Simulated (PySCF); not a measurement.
C3H9Ga, triplet, geometry from GFN2-xTB (such geometries of metal compounds can be far from the true shape) (a higher spin typed on purpose: for a closed-shell molecule this is an excited state); PySCF with DF-HF/STO-3G.

Input for PySCF:
```python
from pyscf import gto, scf

mol = gto.Mole()
mol.atom = '''
    Ga   -0.292040    0.332484    0.325080
    C    -0.812222   -1.791253   -0.372642
    H    -0.101498   -2.123809   -1.118283
    H    -1.785972   -1.586213   -0.808096
    H    -0.878857   -2.469021    0.469292
    C     0.080373    1.489137   -1.436293
    H     0.580763    0.842654   -2.160142
    H     0.727524    2.341576   -1.223313
    H    -0.843394    1.862415   -1.881186
    C     1.655189   -0.781882    0.809378
    H     2.222460    0.041712    1.233297
    H     2.091655   -1.133473   -0.117062
    H     1.500505   -1.578868    1.525357
'''
mol.basis = 'sto-3g'
mol.charge = 0
mol.spin = 2
mol.verbose = 4
mol.build()

mf = scf.UHF(mol)
mf = mf.density_fit(auxbasis='def2-universal-jkfit')
mf.kernel()
```

What the program printed (banner, timings and long lists left out):

```
PySCF version 2.14.0

[INPUT] verbose = 4
[INPUT] num. atoms = 13
[INPUT] num. electrons = 58
[INPUT] charge = 0
[INPUT] spin (= nelec alpha-beta = 2S) = 2
[INPUT] symmetry False subgroup None
[INPUT] Mole.unit = angstrom
[INPUT] Symbol           X                Y                Z      unit          X                Y                Z       unit  Magmom
[INPUT]  1 Ga    -0.292040000000   0.332484000000   0.325080000000 AA   -0.551875617418   0.628303700800   0.614312168574 Bohr   0.0
[INPUT]  2 C     -0.812222000000  -1.791253000000  -0.372642000000 AA   -1.534877132346  -3.384977589806  -0.704191322510 Bohr   0.0
[INPUT]  3 H     -0.101498000000  -2.123809000000  -1.118283000000 AA   -0.191803422191  -4.013417350886  -2.113248599757 Bohr   0.0
[INPUT]  4 H     -1.785972000000  -1.586213000000  -0.808096000000 AA   -3.374997946142  -2.997508145225  -1.527080122357 Bohr   0.0
[INPUT]  5 H     -0.878857000000  -2.469021000000   0.469292000000 AA   -1.660799032657  -4.665773485800   0.886833352449 Bohr   0.0
[INPUT]  6 C      0.080373000000   1.489137000000  -1.436293000000 AA    0.151882957810   2.814061091956  -2.714200404630 Bohr   0.0
[INPUT]  7 H      0.580763000000   0.842654000000  -2.160142000000 AA    1.097483013281   1.592385277769  -4.082076770170 Bohr   0.0
[INPUT]  8 H      0.727524000000   2.341576000000  -1.223313000000 AA    1.374821109048   4.424937339855  -2.311726534620 Bohr   0.0
[INPUT]  9 H     -0.843394000000   1.862415000000  -1.881186000000 AA   -1.593783675101   3.519454280282  -3.554926329366 Bohr   0.0
[INPUT] 10 C      1.655189000000  -0.781882000000   0.809378000000 AA    3.127853894393  -1.477542841727   1.529502751248 Bohr   0.0
[INPUT] 11 H      2.222460000000   0.041712000000   1.233297000000 AA    4.199840722801   0.078824256108   2.330593560248 Bohr   0.0
[INPUT] 12 H      2.091655000000  -1.133473000000  -0.117062000000 AA    3.952655097077  -2.141953539589  -0.221215119594 Bohr   0.0
[INPUT] 13 H      1.500505000000  -1.578868000000   1.525357000000 AA    2.835543498540  -2.983628106840   2.882506972188 Bohr   0.0

nuclear repulsion = 250.480793053223
number of shells = 26
number of NR pGTOs = 126
number of NR cGTOs = 42
basis = sto-3g
ecp = {}

******** <class 'pyscf.df.df_jk.DFUHF'> ********
method = DFUHF
initial guess = minao
damping factor = 0
level_shift factor = 0
DIIS = <class 'pyscf.scf.diis.CDIIS'>
diis_start_cycle = 1
diis_space = 8
diis_damp = 0
SCF conv_tol = 1e-09
SCF conv_tol_grad = None
SCF max_cycles = 50
direct_scf = False
number electrons alpha = 30  beta = 28
Set gradient conv threshold to 3.16228e-05
******** <class 'pyscf.df.df.DF'> ********
auxbasis = def2-universal-jkfit
init E= -2015.49421276935

cycle= 1 E= -2017.98033944442  delta_E= -2.49  |g|= 0.372  |ddm|= 2.76
cycle= 2 E= -2018.19870765912  delta_E= -0.218  |g|= 0.366  |ddm|= 1.37
cycle= 3 E= -2018.2946365363  delta_E= -0.0959  |g|= 0.168  |ddm|= 0.418
cycle= 4 E= -2018.34456692437  delta_E= -0.0499  |g|= 0.118  |ddm|= 0.331
cycle= 5 E= -2018.37690105815  delta_E= -0.0323  |g|= 0.0235  |ddm|= 0.452
cycle= 6 E= -2018.37759443616  delta_E= -0.000693  |g|= 0.0141  |ddm|= 0.0533
cycle= 7 E= -2018.37803714416  delta_E= -0.000443  |g|= 0.0103  |ddm|= 0.0378
cycle= 8 E= -2018.37846635041  delta_E= -0.000429  |g|= 0.00874  |ddm|= 0.0464
cycle= 9 E= -2018.37955339303  delta_E= -0.00109  |g|= 0.00524  |ddm|= 0.171
cycle= 10 E= -2018.37988148517  delta_E= -0.000328  |g|= 0.00212  |ddm|= 0.134
cycle= 11 E= -2018.3798904115  delta_E= -8.93e-06  |g|= 0.001  |ddm|= 0.015
cycle= 12 E= -2018.37989193751  delta_E= -1.53e-06  |g|= 0.000486  |ddm|= 0.00319
cycle= 13 E= -2018.37989269028  delta_E= -7.53e-07  |g|= 0.000285  |ddm|= 0.00237
cycle= 14 E= -2018.3798930742  delta_E= -3.84e-07  |g|= 0.000198  |ddm|= 0.00176
cycle= 15 E= -2018.37989321622  delta_E= -1.42e-07  |g|= 0.000183  |ddm|= 0.000846
cycle= 16 E= -2018.37989331899  delta_E= -1.03e-07  |g|= 0.00018  |ddm|= 0.000747
cycle= 17 E= -2018.37989341445  delta_E= -9.55e-08  |g|= 0.000178  |ddm|= 0.00062
cycle= 18 E= -2018.37989355342  delta_E= -1.39e-07  |g|= 0.000177  |ddm|= 0.000564
cycle= 19 E= -2018.37989404854  delta_E= -4.95e-07  |g|= 0.000173  |ddm|= 0.00204
cycle= 20 E= -2018.37989676969  delta_E= -2.72e-06  |g|= 0.000152  |ddm|= 0.012
cycle= 21 E= -2018.37990414708  delta_E= -7.38e-06  |g|= 0.000108  |ddm|= 0.0538
cycle= 22 E= -2018.37990387179  delta_E= 2.75e-07  |g|= 7.92e-05  |ddm|= 0.00416
cycle= 23 E= -2018.3799047706  delta_E= -8.99e-07  |g|= 4.9e-05  |ddm|= 0.0177
cycle= 24 E= -2018.37990486801  delta_E= -9.74e-08  |g|= 3.44e-05  |ddm|= 0.0047
cycle= 25 E= -2018.37990490114  delta_E= -3.31e-08  |g|= 2.17e-05  |ddm|= 0.00369
cycle= 26 E= -2018.37990490376  delta_E= -2.62e-09  |g|= 9.38e-06  |ddm|= 0.000523
cycle= 27 E= -2018.3799049045  delta_E= -7.32e-10  |g|= 6.19e-06  |ddm|= 0.000251
Extra cycle  E= -2018.37990490457  delta_E= -7.82e-11  |g|= 5.23e-06  |ddm|= 1.35e-05
converged SCF energy = -2018.37990490457  <S^2> = 2.0540836  2S+1 = 3.0358416
```
